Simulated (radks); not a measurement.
Problem. Radial electron density D(r) = 4 pi r^2 rho(r) of an atom or ion with 12 electrons. Calculated with a radial shooting solver on a logarithmic mesh with Libxc functionals: scalar-relativistic Kohn-Sham, LDA (Slater exchange, Perdew-Wang correlation), spin-polarised, spherical densities, point nucleus.

| r (bohr) | D(r) (e/bohr) |
|---|---|
| 0.007828 | 0.7068 |
| 0.008826 | 0.8765 |
| 0.01003 | 1.099 |
| 0.0114 | 1.372 |
| 0.01285 | 1.683 |
| 0.01461 | 2.083 |
| 0.01647 | 2.530 |
| 0.01872 | 3.094 |
| 0.02111 | 3.712 |
| 0.02399 | 4.472 |
| 0.02727 | 5.338 |
| 0.03074 | 6.241 |
| 0.03494 | 7.289 |
| 0.0394 | 8.329 |
| 0.04478 | 9.464 |
| 0.05049 | 10.51 |
| 0.05738 | 11.53 |
| 0.06522 | 12.39 |
| 0.07353 | 12.97 |
| 0.08357 | 13.28 |
| 0.09423 | 13.23 |
| 0.1071 | 12.81 |
| 0.1207 | 12.08 |
| 0.1372 | 11.04 |
| 0.156 | 9.871 |
| 0.1759 | 8.827 |
| 0.1999 | 7.956 |
| 0.2254 | 7.512 |
| 0.2561 | 7.522 |
| 0.2888 | 7.974 |
| 0.3282 | 8.802 |
| 0.3731 | 9.765 |
| 0.4206 | 10.55 |
| 0.478 | 11.00 |
| 0.539 | 10.92 |
| 0.6126 | 10.24 |
| 0.6907 | 9.097 |
| 0.785 | 7.516 |
| 0.8922 | 5.794 |
| 1.006 | 4.262 |
| 1.143 | 2.890 |
| 1.289 | 1.935 |
| 1.465 | 1.278 |
| 1.652 | 0.9453 |
| 1.878 | 0.7970 |
| 2.134 | 0.7591 |
| 2.406 | 0.7480 |
| 2.735 | 0.7119 |
| 3.083 | 0.6373 |
| 3.504 | 0.5196 |
| 3.951 | 0.3922 |
| 4.49 | 0.2614 |
| 5.104 | 0.1548 |
| 5.754 | 0.08413 |
| 6.54 | 0.03824 |
| 7.374 | 0.01584 |
| 8.381 | 0.005242 |
| 9.449 | 0.001568 |
| 10.74 | 0.0003550 |

What is the nuclear charge?

Solution. Z = 12. The innermost maximum, from 1s, lies near gamma/Z bohr with gamma = sqrt(1 - (Z/c)^2) = 0.996, here 0.083 bohr (found: 0.0877), and its height grows with Z. The density is that of neutral magnesium in [Ne] 3s2; the configuration itself is not fixed sharply by these data, and Z only to about a unit. D(r) has 2 maxima, at r = 0.0877, 0.498 bohr, and minima at 0.240 bohr, inside which lie 2.21 electrons.
